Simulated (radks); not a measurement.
Coulomb parameter of the 4f shell of neutral europium in the model configuration [Xe] 4f5 6s2 6p2, as a second difference U = [E(n + 0.5) + E(n - 0.5) - 2 E(n)] / (0.5)^2 with all orbitals relaxed. "Bare": the charge of the atom changes with n. "Screened": the 6p shell takes up the change at fixed total charge, which measures U(4f,4f) + U(6p,6p) - 2 U(4f,6p). Calculated with a radial shooting solver on a logarithmic mesh with Libxc functionals: scalar-relativistic Kohn-Sham, SCAN, spin-unpolarised, spherical densities, finite nucleus; meta-GGA in the generalised Kohn-Sham scheme; Fermi nuclear charge, rms radius 5.1115 fm.

[
 {"case": "start", "configuration": "[Xe] 4f5 6s2 6p2", "E - E(n) (eV)": "0.000"},
 {"case": "bare +0.5", "configuration": "[Xe] 4f5.5 6s2 6p2", "E - E(n) (eV)": "-8.992"},
 {"case": "bare -0.5", "configuration": "[Xe] 4f4.5 6s2 6p2", "E - E(n) (eV)": "13.022"},
 {"case": "screened +0.5", "configuration": "[Xe] 4f5.5 6s2 6p1.5", "E - E(n) (eV)": "-8.156"},
 {"case": "screened -0.5", "configuration": "[Xe] 4f4.5 6s2 6p2.5", "E - E(n) (eV)": "10.666"}
]

U(bare) = 16.120 eV, U(screened by 6p) = 10.040 eV, against the Slater integral F0(4f,4f) = 30.264 eV with frozen orbitals. The step up makes a negative ion, whose loosely bound charge lowers the bare value.
